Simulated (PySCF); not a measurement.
Input of a response calculation (the driver script's job line, then coordinates in Å):

```
{"job": {"kind": "uv", "xc": "wB97X-D", "basis": "def2-SVPD", "nstates": 8, "ntriplets": 3}, "charge": 0, "multiplicity": 1}
Si     2.725199    -0.450695    -0.187771
O      1.492361    -0.207447    -1.213355
Ge    -0.239993     0.071416    -1.252826
C     -1.238398    -1.245289    -0.135641
C     -1.583642    -0.434751     1.078235
C     -1.356639     0.869689     1.115178
C     -0.745188     1.581974    -0.054521
H      2.948968    -1.895307    -0.112209
H      3.833117     0.268844    -0.809266
H      2.420650     0.079068     1.145761
H     -0.461535     0.147434    -2.752878
H     -2.147352    -1.597138    -0.625793
H     -0.656375    -2.126380     0.137552
H     -2.023269    -0.952495     1.919738
H     -1.602567     1.459023     1.987896
H     -1.474252     2.251891    -0.512118
H      0.101919     2.192193     0.262107
```

Its output, with some lines taken out ([cut]):

```
coarse grid: 64448 points
cycle   1  E = -2599.5301469273  dE =  2.811e-01  |g| = 8.557e-01  |ddm| = 7.111e+00
cycle   2  E = -2599.4499752372  dE =  8.017e-02  |g| = 1.112e+00  |ddm| = 2.661e+00
cycle   3  E = -2599.6661626561  dE = -2.162e-01  |g| = 9.047e-02  |ddm| = 1.356e+00
cycle   4  E = -2599.6676897584  dE = -1.527e-03  |g| = 4.706e-02  |ddm| = 2.489e-01
cycle   5  E = -2599.6680822603  dE = -3.925e-04  |g| = 5.563e-03  |ddm| = 9.903e-02
cycle   6  E = -2599.6680909641  dE = -8.704e-06  |g| = 1.606e-03  |ddm| = 2.477e-02
final grid: 134728 points
cycle   7  E = -2599.6676211370  dE = -2.210e-06  |g| = 1.449e-03  |ddm| = 2.190e-02
cycle   8  E = -2599.6676213397  dE = -2.028e-07  |g| = 1.250e-03  |ddm| = 7.065e-03
cycle   9  E = -2599.6676216281  dE = -2.883e-07  |g| = 1.080e-04  |ddm| = 3.190e-03
cycle  10  E = -2599.6676216321  dE = -3.975e-09  |g| = 8.940e-05  |ddm| = 4.687e-04
cycle  11  E = -2599.6676216340  dE = -1.959e-09  |g| = 1.654e-05  |ddm| = 2.567e-04
cycle  12  E = -2599.6676216341  dE = -8.959e-11  |g| = 5.359e-06  |ddm| = 5.902e-05
converged SCF energy = -2599.6676216341

[cut]

Singlet excitations
state   eV       nm        f      main configurations
[cut]
[cut]
[cut]
  4   7.2214    171.7   0.12974   H->L+2 0.81
  5   7.2876    170.1   0.00325   H->L 0.35, H->L+1 0.22, H-2->L 0.16
  6   7.5603    164.0   0.00145   H-2->L 0.54, H->L 0.09, H-2->L+1 0.08
[cut]
  8   7.9379    156.2   0.00448   H->L+3 0.65, H->L+4 0.11

Triplet excitations (Tamm-Dancoff, eV): 4.5863 6.7784 6.9613
```

Computed with TDDFT wB97X-D/def2-SVPD, vertical, gas phase, core orbitals frozen in the response (PySCF 2.14.0, density-fitted response routines). Geometry: GFN2-xTB, one conformer, isolated molecule. GFN2-xTB frequencies show an imaginary mode (34i cm⁻¹), so this geometry is no minimum at that level. The wB97X-D/def2-SVPD calculation is non-relativistic and has no spin–orbit coupling, an omission that weighs most on germanium.

Problem. Restore the lines that were cut, in order.

Solution. 
```
Static polarisability (au): isotropic 98.957, principal 90.730 101.157 104.983
  1   7.0235    176.5   0.00543   H-1->L 0.27, H->L+1 0.26, H->L 0.17
  2   7.0291    176.4   0.00337   H-1->L 0.40, H->L+1 0.17, H->L 0.11
  3   7.1081    174.4   0.00449   H-1->L+2 0.88, H-3->L+2 0.09
  7   7.5965    163.2   0.01297   H-1->L+1 0.53, H-1->L 0.14, H-1->L+4 0.09
```

Problem. What is the polarisability anisotropy, √(½[(α1 − α2)² + (α2 − α3)² + (α3 − α1)²])?

Solution. 12.78 au.

Problem. What transition dipole goes with state 4?

Solution. |μ|² = 3f / (2ΔE) = 3 × 0.1297 / (2 × 0.2654) = 0.733 au, so |μ| = 2.18 D.

Problem. Which orbital energies lie behind H and L?

Solution. HOMO -9.09 eV and LUMO 1.91 eV, a gap of 11.00 eV; state 1 differs from that by -3.97 eV.

Problem. Write the structure that the coordinates describe.

Solution. `[SiH3][O][GeH]1[CH2]C=C[CH2]1` (C4H10GeOSi).

The SCF starts on a coarse grid; the energy jumps when the final grid takes over, and dE counts afresh there. H and L stand for HOMO and LUMO.

Note: wB97X-D ran without an empirical dispersion term, which enters the total energy and its gradient alone.
